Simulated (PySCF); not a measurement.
Species: `O(/C=C(\C(C)=C)C)[SiH3]`. The columns A, B, C and D hold Mulliken, IAO, Hirshfeld and ESP-fitted charges (e) of one PBE0/pcSseg-1 density (PySCF), in a shuffled order. Coordinates in Å (GFN2-xTB); the density's dipole moment is (1.48, -0.25, 0.25) D.

```json
{"atom": "C1", "x": "-2.579", "y": "-0.292", "z": "-0.773", "A": "-0.625", "B": "-0.077", "C": "-0.350", "D": "-0.120"}
{"atom": "C2", "x": "-1.376", "y": "0.098", "z": "-0.350", "A": "+0.342", "B": "-0.400", "C": "+0.025", "D": "+0.008"}
{"atom": "C3", "x": "-1.162", "y": "1.526", "z": "0.061", "A": "-0.579", "B": "-0.096", "C": "-0.417", "D": "-0.127"}
{"atom": "C4", "x": "-0.244", "y": "-0.829", "z": "-0.267", "A": "+0.037", "B": "-0.335", "C": "-0.043", "D": "-0.021"}
{"atom": "C5", "x": "-0.523", "y": "-2.287", "z": "-0.522", "A": "-0.572", "B": "-0.147", "C": "-0.416", "D": "-0.118"}
{"atom": "C6", "x": "1.021", "y": "-0.486", "z": "0.014", "A": "-0.133", "B": "+0.267", "C": "+0.037", "D": "+0.026"}
{"atom": "O7", "x": "1.473", "y": "0.761", "z": "0.253", "A": "-0.242", "B": "-0.611", "C": "-0.584", "D": "-0.173"}
{"atom": "Si8", "x": "2.946", "y": "1.358", "z": "0.585", "A": "+0.576", "B": "+0.690", "C": "+0.878", "D": "+0.400"}
{"atom": "H9", "x": "-2.803", "y": "-1.294", "z": "-1.088", "A": "+0.207", "B": "+0.100", "C": "+0.141", "D": "+0.037"}
{"atom": "H10", "x": "-3.398", "y": "0.406", "z": "-0.824", "A": "+0.210", "B": "+0.101", "C": "+0.144", "D": "+0.039"}
{"atom": "H11", "x": "-0.768", "y": "1.578", "z": "1.073", "A": "+0.159", "B": "+0.126", "C": "+0.151", "D": "+0.036"}
{"atom": "H12", "x": "-0.444", "y": "2.009", "z": "-0.598", "A": "+0.159", "B": "+0.133", "C": "+0.155", "D": "+0.035"}
{"atom": "H13", "x": "-2.101", "y": "2.074", "z": "0.018", "A": "+0.158", "B": "+0.108", "C": "+0.137", "D": "+0.040"}
{"atom": "H14", "x": "-0.846", "y": "-2.436", "z": "-1.551", "A": "+0.165", "B": "+0.134", "C": "+0.147", "D": "+0.042"}
{"atom": "H15", "x": "0.368", "y": "-2.885", "z": "-0.353", "A": "+0.161", "B": "+0.108", "C": "+0.141", "D": "+0.042"}
{"atom": "H16", "x": "-1.312", "y": "-2.643", "z": "0.139", "A": "+0.167", "B": "+0.132", "C": "+0.148", "D": "+0.041"}
{"atom": "H17", "x": "1.781", "y": "-1.260", "z": "0.051", "A": "+0.162", "B": "+0.087", "C": "+0.125", "D": "+0.042"}
{"atom": "H18", "x": "3.477", "y": "0.780", "z": "1.823", "A": "-0.119", "B": "-0.107", "C": "-0.148", "D": "-0.079"}
{"atom": "H19", "x": "3.885", "y": "1.066", "z": "-0.501", "A": "-0.119", "B": "-0.107", "C": "-0.148", "D": "-0.079"}
{"atom": "H20", "x": "2.600", "y": "2.765", "z": "0.697", "A": "-0.113", "B": "-0.104", "C": "-0.123", "D": "-0.071"}
```

Question: Which column most likely holds the ESP-fitted charges?

Answer: A. Σ q r misses the density's dipole by 0.02 D (A), 0.20 D (D), 0.68 D (B), 1.12 D (C). Charges fitted to the outside potential are the only set here that is tied to the molecule's multipoles.

Question: And the Hirshfeld charges?

Answer: D. The mean sizes are 0.079 e (D), 0.199 e (B), 0.223 e (C), 0.250 e (A), and Hirshfeld charges are commonly the smallest of these schemes.

As computed, A = ESP-fitted, B = Mulliken, C = IAO, D = Hirshfeld. Hydrogens on carbon: ESP-fitted +0.16 to +0.21, Mulliken +0.09 to +0.13, IAO +0.12 to +0.15, Hirshfeld +0.04 to +0.04 e.

The Mulliken scheme counts on each atom the diagonal of the density matrix times the overlap matrix over that atom's basis functions. The IAO scheme counts the electrons in orthogonalised intrinsic atomic orbitals, a minimal basis polarised so that it spans the occupied orbitals exactly.

One conformer (not necessarily the lowest) at the GFN2-xTB geometry, without solvent, vibrations or thermal averaging.

The values belong to the conformer `[CH2:1]=[C:2]([CH3:3])/[C:4]([CH3:5])=[CH:6]\[O:7][SiH3:8]`: C1–C2–C4–C5 -7°, C4–C6–O7–Si8 -179°.
